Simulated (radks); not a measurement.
Problem. Excited configurations of Ho: one electron is placed in a higher orbital outside [Xe] 4f11 6s1. The ground configuration is [Xe] 4f11 6s2. All-electron calculation, scalar-relativistic Kohn-Sham, LDA (Slater exchange, Perdew-Wang correlation), spin-polarised, spherical densities, finite nucleus; open shells are filled with parallel spins first (spin-orbit coupling, left out, can overturn this in heavy ions); Fermi nuclear charge, rms radius 5.2022 fm. Program: a radial shooting solver on a logarithmic mesh with Libxc functionals. Excitation = E - E(ground); binding = E(ion) - E, where the ion is the core of charge +1; n* = 1/sqrt(2 binding) in atomic units, and the quantum defect is n - n*.

outer orbital  excitation (eV)  binding (eV)     n*  quantum defect  eigenvalue (eV)  <r> (bohr)
5d                       2.252         4.028  1.838           3.162           -1.188       3.693
5f                       5.326         0.954  3.776           1.224           -0.456       16.38
6p                       2.343         3.937  1.859           4.141           -2.086       5.354
6f                       5.616         0.664  4.526           1.474           -0.384       27.83
7s                       3.964         2.315  2.424           4.576           -1.411       9.537
7p                       4.606         1.673  2.851           4.149           -1.001       12.42
7d                       5.331         0.948  3.787           3.213           -0.561       20.87
7f                       5.798         0.482  5.315           1.685           -0.302       41.88

Estimate the row for 6d.

Solution. excitation (eV) 4.735; binding (eV) 1.545; n* 2.968; quantum defect 3.032; eigenvalue (eV) -0.776; <r> (bohr) 11.13. The Delta-SCF ionisation energy is 6.280 eV (NIST Atomic Spectra Database: 6.022 eV, measured). Self-interaction in the functional shifts the binding energies and quantum defects, so they are the method's values and not measured ones. Open shells are spherical and high-spin; term and fine-structure splittings are not resolved. Spin-orbit splitting is averaged out at the scalar-relativistic level.
